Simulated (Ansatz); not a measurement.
CH3BrFIn, SMILES `[CH3][In]([F])[Br]`. Charge 0, multiplicity 1. In takes the def2 core potential. The structure was optimised at the PBE0-D4/def2-TZVP level.

```xyz
7

C     0.039    0.428   -1.041
In   -0.061   -0.329    0.942
F    -0.812    0.750    2.380
Br    0.661   -2.497    1.837
H     1.077    0.416   -1.373
H    -0.554   -0.212   -1.693
H    -0.351    1.444   -1.052
```

(1) What is the dipole moment at PBE/def2-TZVPP? (Estimate.)

(2) And with r2SCAN, B3LYP, ωB97M-V? (An estimate is asked.)

(3) Give the Mulliken charges with PBE, r2SCAN, ωB97M-V in def2-TZVPP. (Best estimate.)

## Answers

(1) Computed: 3.80 D, with components (0.46, 0.73, -3.70) D in this frame, pointing from negative to positive charge.

(2) Ansatz gave: r2SCAN 3.92 D, B3LYP 3.94 D, ωB97M-V 3.89 D.

(3) Ansatz gave: 
```
atom    PBE  r2SCAN  ωB97M-V
  C1  -0.49   -0.41    -0.55
 In2   0.85    0.91     0.91
  F3  -0.43   -0.48    -0.48
 Br4  -0.33   -0.35    -0.33
  H5   0.13    0.11     0.15
  H6   0.13    0.11     0.15
  H7   0.14    0.11     0.16
```

B3LYP here is the variant with VWN-RPA as its local correlation; programs differ in this.
